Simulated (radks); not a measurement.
Results of a calculation; reference values are marked as such.
Valence configurations of Os2+ (all share [Xe]). Code: a radial shooting solver on a logarithmic mesh with Libxc functionals. Model: Dirac Kohn-Sham, PBE, spin-unpolarised, spherical densities, finite nucleus; open shells fill j = l - 1/2 first; Fermi nuclear charge, rms radius 5.4126 fm. Energies are relative to 4f14 5d6; eigenvalues in eV.

| valence | E (eV) | e(4f5/2) | e(4f7/2) | e(5d3/2) | e(5d5/2) | e(6p1/2) |
|---|---|---|---|---|---|---|
| 4f14 5d6 | 0.000 | -70.121 | -67.316 | -23.397 | -22.262 | - |
| 4f12 5d6 6p2 | 132.18 | -101.32 | -98.300 | -33.847 | -32.272 | -18.212 |
| 4f13 5d6 6s1 | 52.642 | -84.108 | -81.199 | -27.444 | -26.108 | - |
| 4f12 5d5 6p3 | 149.15 | -106.90 | -103.88 | -37.919 | -36.246 | -19.939 |
| 4f13 5d6.5 6s0.5 | 50.920 | -82.333 | -79.425 | -26.210 | -24.910 | - |
| 4f13 5d6 6p1 | 59.236 | -85.283 | -82.373 | -28.470 | -27.118 | -16.432 |
| 4f12 5d8 | 108.07 | -91.502 | -88.490 | -26.580 | -25.187 | - |
| 4f13 5d4 6p3 | 86.224 | -95.533 | -92.619 | -35.876 | - | -19.636 |
| 4f13 5d7 | 49.471 | -80.610 | -77.703 | -25.002 | -23.739 | - |
| 4f14 5d5 6s1 | 2.056 | -73.445 | -70.639 | -25.691 | -24.486 | - |

NIST lists [Xe] 4f14 5d6 as the ground configuration; this level of theory agrees among the configurations tried. The energies are those of spherical spin-averaged densities, not of single terms.
